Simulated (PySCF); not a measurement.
A geometry optimisation, step by step.

BClGeH4O2.
Bonds: O1–B2, B2–O3, B2–Ge4, Ge4–Cl5. Hydrogens: H6 on O1; H7 on O3; H8, H9 on Ge4.

Computed by this run: PySCF 2.14.0, PBE0-D3(BJ)/def2-SVP geometry optimisation, gas phase; density fitting, grid level 1; the optimiser is geomeTRIC in internal coordinates, started from a GFN2-xTB structure with every atom displaced at random (about 0.01 Å). The frame can shift and turn from step to step; on so coarse a grid that alone can change the energy by a few meV, and forces under 0.02 eV/Å are noise.

Step 0: E = -73848.9963 eV, largest atomic force 1.729 eV/Å
```
atom  x, y, z in Å  |  force x, y, z in eV/Å
O1     -1.318    0.215    1.051   -0.987   0.557   1.282
B2     -0.636   -0.205   -0.005    0.534  -0.350  -0.740
O3     -1.055   -1.115   -0.908    1.540   0.442  -0.638
Ge4     1.278    0.566   -0.245   -0.885   0.376  -0.836
Cl5     2.456   -0.051    1.377    0.904  -0.562   1.362
H6     -2.218   -0.110    1.219    0.417  -0.015  -0.223
H7     -1.896   -1.511   -0.812   -1.522  -0.603   0.321
H8      2.038    0.117   -1.468    0.177  -0.333  -0.563
H9      1.408    2.078   -0.243   -0.178   0.488   0.035
```

Step 1: E = -73849.1265 eV, largest atomic force 0.719 eV/Å
```
atom  x, y, z in Å  |  force x, y, z in eV/Å
O1      1.210    0.795    1.118    0.601   0.036  -0.384
B2      1.931    0.426    0.020   -0.163   0.174   0.377
O3      1.530   -0.470   -0.910   -0.426  -0.309  -0.046
Ge4     3.807    1.274   -0.252    0.402  -0.080   0.320
Cl5     5.054    0.599    1.480   -0.372   0.230  -0.571
H6      0.400    0.298    1.226   -0.439  -0.158   0.117
H7      0.658   -0.882   -0.770    0.439   0.237  -0.042
H8      4.537    0.775   -1.527   -0.067   0.067   0.205
H9      3.837    2.824   -0.220    0.025  -0.198   0.025
```

Step 2: E = -73849.1544 eV, largest atomic force 0.337 eV/Å
```
atom  x, y, z in Å  |  force x, y, z in eV/Å
O1      1.223    0.790    1.121    0.041  -0.133  -0.150
B2      1.932    0.416    0.024   -0.015   0.129   0.131
O3      1.533   -0.478   -0.911   -0.106  -0.078  -0.005
Ge4     3.802    1.271   -0.256    0.173  -0.114   0.267
Cl5     5.050    0.610    1.444   -0.156   0.099  -0.246
H6      0.386    0.322    1.241    0.010   0.048   0.019
H7      0.666   -0.882   -0.770    0.057   0.030   0.001
H8      4.536    0.781   -1.516    0.005  -0.002  -0.016
H9      3.837    2.809   -0.213   -0.007   0.020   0.001
```

Step 3: E = -73849.1587 eV, largest atomic force 0.138 eV/Å
```
atom  x, y, z in Å  |  force x, y, z in eV/Å
O1      1.227    0.777    1.121   -0.032   0.022   0.081
B2      1.937    0.413    0.028   -0.088  -0.027  -0.018
O3      1.521   -0.483   -0.901    0.112   0.006  -0.082
Ge4     3.808    1.269   -0.257    0.017  -0.046   0.078
Cl5     5.061    0.619    1.415    0.001   0.005  -0.016
H6      0.379    0.329    1.236    0.077   0.039  -0.014
H7      0.657   -0.879   -0.745   -0.056  -0.022   0.022
H8      4.538    0.787   -1.521   -0.006  -0.004  -0.040
H9      3.837    2.807   -0.210   -0.024   0.027  -0.012
```

Step 4: E = -73849.1595 eV, largest atomic force 0.102 eV/Å
```
atom  x, y, z in Å  |  force x, y, z in eV/Å
O1      1.238    0.782    1.130   -0.049  -0.014   0.015
B2      1.934    0.408    0.031    0.074   0.003  -0.070
O3      1.526   -0.486   -0.904    0.017   0.047   0.048
Ge4     3.804    1.264   -0.257   -0.015   0.008  -0.029
Cl5     5.067    0.620    1.403    0.052  -0.019   0.047
H6      0.385    0.348    1.254   -0.001  -0.006   0.005
H7      0.663   -0.887   -0.751   -0.060  -0.031   0.010
H8      4.524    0.785   -1.529   -0.007   0.006  -0.016
H9      3.822    2.803   -0.212   -0.010   0.006  -0.009
```

Step 5: E = -73849.1599 eV, largest atomic force 0.030 eV/Å
```
atom  x, y, z in Å  |  force x, y, z in eV/Å
O1      1.238    0.781    1.133   -0.008   0.003   0.010
B2      1.936    0.408    0.033    0.019  -0.006  -0.023
O3      1.522   -0.487   -0.899   -0.003   0.011   0.017
Ge4     3.806    1.264   -0.259   -0.004  -0.002  -0.006
Cl5     5.079    0.622    1.397    0.017  -0.002  -0.001
H6      0.386    0.345    1.254   -0.003  -0.005   0.004
H7      0.658   -0.885   -0.741   -0.008  -0.002   0.004
H8      4.520    0.787   -1.537   -0.005   0.004  -0.004
H9      3.820    2.803   -0.217   -0.005   0.001  -0.002
```

Step 6: E = -73849.1597 eV, largest atomic force 0.034 eV/Å
```
atom  x, y, z in Å  |  force x, y, z in eV/Å
O1      1.245    0.781    1.143    0.022   0.018   0.006
B2      1.938    0.406    0.040   -0.019  -0.012   0.018
O3      1.514   -0.490   -0.886   -0.017  -0.017  -0.004
Ge4     3.806    1.262   -0.267   -0.008   0.003  -0.011
Cl5     5.106    0.627    1.372   -0.004   0.002  -0.025
H6      0.392    0.347    1.266   -0.004  -0.007   0.005
H7      0.649   -0.886   -0.719    0.030   0.017  -0.002
H8      4.504    0.790   -1.556   -0.003   0.001   0.004
H9      3.810    2.802   -0.228    0.003  -0.005   0.007
```

Step 7: E = -73849.1596 eV, largest atomic force 0.047 eV/Å
```
atom  x, y, z in Å  |  force x, y, z in eV/Å
O1      1.251    0.781    1.151    0.027   0.015  -0.001
B2      1.939    0.405    0.046   -0.027  -0.008   0.038
O3      1.509   -0.492   -0.876   -0.016  -0.023  -0.011
Ge4     3.804    1.261   -0.275   -0.007   0.007  -0.013
Cl5     5.123    0.629    1.350   -0.012   0.000  -0.029
H6      0.398    0.349    1.279    0.001  -0.005   0.007
H7      0.645   -0.887   -0.703    0.032   0.018  -0.003
H8      4.491    0.790   -1.570   -0.004   0.001   0.003
H9      3.805    2.802   -0.236    0.006  -0.005   0.008
```

Step 8: E = -73849.1597 eV, largest atomic force 0.026 eV/Å
```
atom  x, y, z in Å  |  force x, y, z in eV/Å
O1      1.253    0.782    1.153    0.013   0.002  -0.009
B2      1.938    0.405    0.047   -0.002   0.001   0.026
O3      1.510   -0.492   -0.876   -0.011  -0.010   0.004
Ge4     3.803    1.261   -0.276   -0.008   0.009  -0.015
Cl5     5.122    0.628    1.348   -0.006  -0.002  -0.023
H6      0.400    0.351    1.282    0.000  -0.004   0.008
H7      0.646   -0.888   -0.705    0.011   0.007   0.000
H8      4.489    0.790   -1.571   -0.003   0.001   0.000
H9      3.804    2.801   -0.237    0.006  -0.003   0.008
```

Step 9: E = -73849.1599 eV, largest atomic force 0.024 eV/Å
```
atom  x, y, z in Å  |  force x, y, z in eV/Å
O1      1.257    0.784    1.158   -0.008  -0.004   0.002
B2      1.938    0.405    0.050    0.011   0.003   0.001
O3      1.508   -0.493   -0.871    0.015   0.008   0.007
Ge4     3.800    1.262   -0.282   -0.009   0.008  -0.016
Cl5     5.124    0.626    1.336    0.008  -0.008  -0.006
H6      0.404    0.352    1.291    0.008  -0.001   0.008
H7      0.646   -0.890   -0.697   -0.021  -0.009   0.008
H8      4.483    0.790   -1.578   -0.005   0.002  -0.008
H9      3.805    2.802   -0.240    0.002   0.001   0.004
```

Q: Summarise the path.

A: The energy falls by 3.77 kcal/mol from step 0 to step 9; nine tenths of that is first reached at step 2. It never rises by more than 0.2 meV. The largest force goes from 1.729 to 0.024 eV/Å. Among the bonds Ge4–Cl5 changes most, from 2.098 to 2.185 Å; the atoms move by 0.058 Å rms after alignment.

The cost below is that of the whole optimisation. The run took 86 s of wall time on Arm Neoverse N1, one thread, no GPU, shared host with 64 logical CPUs at a one-minute load of 60, and the process peaked at 0.45 GiB of memory.
